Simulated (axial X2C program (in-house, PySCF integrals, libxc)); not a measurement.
## Curves of SmNC⁺ from open-shell CI on f6 s0

Computed with an in-house all-electron X2C program for linear molecules (integrals from PySCF): two-component X2C with atomic mean-field Coulomb and Gaunt terms, basis Sm dyall-v3z, N dyall-v3z, C dyall-v3z (cores contracted in-house). Orbitals come from Hartree–Fock averaged over the configuration Sm f6 s0; CI then distributes these electrons over the f, s shells of Sm.

Scan along the Sm–N bond with NC moving as one mass, its bond held at 1.170 Å; masses Sm 151.920 u, N 14.003 u, C 12.000 u. Energies in cm⁻¹ from the lowest point; levels are followed by energy order within each Ω. Lowest level at 2.264 Å: 100% f6.

| R (Å) | (1)Ω=0 | (1)Ω=1 | (1)Ω=2 | (2)Ω=0 | (2)Ω=1 |
| --- | --- | --- | --- | --- | --- |
| 2.106 | 1827 | 1989 | 2435 | 2488 | 2799 |
| 2.185 | 452 | 613 | 1061 | 1124 | 1423 |
| 2.264 | 0 | 161 | 611 | 670 | 965 |
| 2.355 | 333 | 496 | 948 | 992 | 1286 |
| 2.445 | 1315 | 1479 | 1934 | 1957 | 2254 |
| 2.547 | 2964 | 3132 | 3589 | 3583 | 3887 |
| 2.672 | 5475 | 5646 | 6106 | 6064 | 6377 |

Q: Fit the curves (1)Ω=0, (1)Ω=1, (1)Ω=2, (2)Ω=0, (2)Ω=1 near their minima.

A: From the open-shell CI curves, Te from the lowest:

```
 level  Te (cm⁻¹)  Re (Å)  ωe (cm⁻¹)
(1)Ω=0          0   2.272      405.2
(1)Ω=1        161   2.272      405.5
(1)Ω=2        611   2.272      405.7
(2)Ω=0        669   2.273      402.5
(2)Ω=1        964   2.273      403.5
```

Without dynamic correlation distances can be off by several hundredths of an Å (long for ionic bonds, short for multiple bonds) and the wavenumbers are rough.

The 5 lowest curves are shown; the next is (3)Ω=0, from 1132 cm⁻¹.

Dynamic correlation is missing, so gaps between terms are too wide and other configurations may lie lower; the lowest level listed is that of this model, not necessarily the ground state. At most 4 roots were kept for each Ω > 0 (twice that for Ω = 0) within 2.2 eV of the lowest, so higher up levels can be missing between those listed; levels with Ω > 0 are doubly degenerate and listed once, Ω = 0 levels singly. States that fill the shells left empty in the average are placed too high. The molecule was held linear; bending was not examined.
